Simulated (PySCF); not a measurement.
H7NO2Si2.

```xyz
12

N     -2.1494     0.7001     0.5690
Si    -0.9596    -0.1152    -0.3562
O     -0.6079    -1.5800     0.3457
O      0.5203     0.6214    -0.4256
Si     2.0773     0.2709     0.0381
H     -1.9768     0.9479     1.5375
H     -2.7419     1.3882     0.1182
H     -1.4991    -0.2125    -1.7357
H     -1.3604    -2.0860     0.6641
H      2.1626     0.0712     1.5165
H      2.5838    -0.9529    -0.6504
H      2.9318     1.4331    -0.3399
```

Coordinates come from a PBE0-D3(BJ)/def2-SVP optimisation. The structure was generated by enumeration; whether it is a known compound was not checked. One conformer was computed; it need not be the lowest.

Calculation: PySCF with PBE0/pcSseg-1. Non-relativistic, no solvent.

Question: Give the absolute GIAO shielding of each atom: isotropic value and principal components (ppm). (Estimate from the structure and the level; the computed values follow.)

Answer: 
```json
[
 {"atom": "N1", "σ(iso)": "228.3", "σ11": "205.2", "σ22": "210.6", "σ33": "269.1", "span": "64.0"},
 {"atom": "Si2", "σ(iso)": "395.6", "σ11": "366.9", "σ22": "398.6", "σ33": "421.2", "span": "54.3"},
 {"atom": "O3", "σ(iso)": "280.3", "σ11": "246.4", "σ22": "282.7", "σ33": "311.7", "span": "65.3"},
 {"atom": "O4", "σ(iso)": "286.6", "σ11": "261.7", "σ22": "280.6", "σ33": "317.4", "span": "55.7"},
 {"atom": "Si5", "σ(iso)": "392.1", "σ11": "350.8", "σ22": "359.2", "σ33": "466.4", "span": "115.6"},
 {"atom": "H6", "σ(iso)": "30.4", "σ11": "24.0", "σ22": "26.4", "σ33": "40.9", "span": "16.8"},
 {"atom": "H7", "σ(iso)": "30.3", "σ11": "24.4", "σ22": "25.6", "σ33": "40.9", "span": "16.5"},
 {"atom": "H8", "σ(iso)": "26.8", "σ11": "23.4", "σ22": "24.2", "σ33": "32.7", "span": "9.4"},
 {"atom": "H9", "σ(iso)": "30.0", "σ11": "22.1", "σ22": "24.5", "σ33": "43.3", "span": "21.2"},
 {"atom": "H10", "σ(iso)": "26.2", "σ11": "22.9", "σ22": "24.8", "σ33": "30.9", "span": "8.1"},
 {"atom": "H11", "σ(iso)": "26.2", "σ11": "23.0", "σ22": "24.7", "σ33": "31.1", "span": "8.1"},
 {"atom": "H12", "σ(iso)": "26.4", "σ11": "23.2", "σ22": "24.6", "σ33": "31.4", "span": "8.3"}
]
```
